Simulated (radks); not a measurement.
Results of a calculation; reference values are marked as such.
Species: the tantalum ion Ta+. Configuration: [Xe] 4f14 5d2.75 6s1 6p0.25 (fractional occupations, a model configuration). Level of theory: scalar-relativistic Kohn-Sham, HCTH/407, spin-polarised, spherical densities, point nucleus; open shells are filled with parallel spins first (spin-orbit coupling, left out, can overturn this in heavy ions) (a radial shooting solver on a logarithmic mesh with Libxc functionals).

Normalised radial functions P(r) = r R(r), r in bohr:

```
   r/bohr * 5d up, o 6p up (the largest magnitude, 0.738, reaches the edge; | marks zero, & curves that meet)
0.0008021                             &
 0.001096                             &
 0.001497                             &
 0.002045                             &
 0.002794                             &
 0.003817                             &
 0.005215                             &
 0.007124                             &
 0.009733                             *o
   0.0133                             *o
  0.01816                             * o
  0.02482                             |*o
   0.0339                             |* o
  0.04632                             |  &
  0.06327                             | o  *
  0.08644                            o|      *
   0.1181                          o  |       *
   0.1613                         o   |     *
   0.2204                            &|
   0.3011                     *       |   o
   0.4114                 *           |     o
   0.5575                       *     |o
   0.7616                      o      |      *
    1.041                   o         |                   *
    1.422                         o   |                          *
    1.942                             |        o                *
    2.653                             |                  &
    3.625                             |         *          o
    4.952                             |   *          o
    6.765                             |*     o
    9.242                             * o
    12.63                             &
```

5d up: eigenvalue -12.253 eV, 2 radial nodes at r = 0.215, 0.648 bohr, <r> = 2.04 bohr, 90 % of the charge inside 3.19 bohr. 6p up: eigenvalue -7.330 eV, 4 radial nodes at r = 0.0803, 0.233, 0.571, 1.57 bohr, <r> = 3.86 bohr, 90 % of the charge inside 5.72 bohr.
